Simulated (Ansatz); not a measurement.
`S[SiH2][TeH]` + `[OH][AlH2]` → `[AlH2][O][SiH2]S` + H₂Te at 400 K and 1 bar (ligand exchange at the Si–Te bond).

Isolated molecules relaxed with PBE0-D4/def2-TZVP in Ansatz; ΔE leaves out vibrations. CBS: MP2 limit from def2 TZ/QZ plus the TZ coupled-cluster correction, frozen cores. This one scheme is used for every species. Elements past krypton have def2 core potentials. For Te outer-core shells are correlated without core-valence functions, which leaves a few kJ/mol of doubt a bond. One conformer a species, not always the lowest.

| species | CCSD(T)/CBS energy (Eh) | H − E (kJ/mol) | S (J/(mol·K)) |
| --- | --- | --- | --- |
| `S[SiH2][TeH]` | -957.02579 | 117.1 | 371.9 |
| `[OH][AlH2]` | -319.03157 | 88.7 | 271.1 |
| `[AlH2][O][SiH2]S` | -1007.16932 | 153.3 | 403.9 |
| H₂Te | -268.91024 | 45.0 | 239.1 |

H − E and S are ideal-gas, rigid-rotor, harmonic terms from PBE0-D4/def2-TZVP, for one conformer and one mirror image of each species. 1 Eh = 2625.50 kJ/mol, R = 8.31446 J/(mol·K).

Task: By hand: ΔE, ΔH, ΔS and ΔG.

Result: ΔE = (-1007.16932) + (-268.91024) − (-957.02579) − (-319.03157) = -0.02220 Eh = -58.3 kJ/mol. Δ(H − E) = 153.3 + 45.0 − 117.1 − 88.7 = -7.5, so ΔH = -65.8 kJ/mol. ΔS = 403.9 + 239.1 − 371.9 − 271.1 = 0.0 J/(mol·K). ΔG = -65.8 − 400 × (0.0)/1000 = -65.8 kJ/mol.

Task: By hand: the equilibrium constant, and the temperature at which ΔG would vanish if ΔH and ΔS stayed fixed.

Result: log₁₀ K = −ΔG/(RT ln 10) = 8.6. With ΔH or ΔS at zero there is no such temperature.

The number of gas molecules stays the same, so ΔS is small and ΔH decides. A doubt of 5 kJ/mol in ΔE shifts log₁₀ K by 0.7 here. Other conformers and mirror images would add mixing entropy, several J/(mol·K) or more a flexible species. Modes under 60 cm⁻¹, often nearly free rotors, make the harmonic entropy too high. These are equilibria of isolated gas molecules and say nothing of rates. Largest T1 diagnostic: 0.012 (customary marks: 0.02 for closed shells, 0.045 for open ones).

ΔS is within the doubt of such terms, so its sign, and with it that verdict, could turn.
